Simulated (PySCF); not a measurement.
Members of the series Al-XY, Y = silyl; each row names its spin state. Gas-phase values, no solvent. One relaxed conformer stands for each flexible species; it need not be the lowest. Strings in code marks are SMILES.

The numbers are results of PBE-D3(BJ)/def2-TZVPD // B3LYP-D3(BJ)/def2-TZVPD (PySCF), not measurements. 

```
species                                                                HOMO (eV)
---------------------------------------------------------------------  ---------
X = silyl, multiplicity 1 (`[SiH3][Al-][SiH3]` (lower singlet))            -0.01
X = cyano, multiplicity 1 (`[Al-]([SiH3])[C]#N` (lower singlet))           -0.13
X = isocyano, multiplicity 1 (`[C-]#[N+][Al-][SiH3]` (lower singlet))      -0.06
```
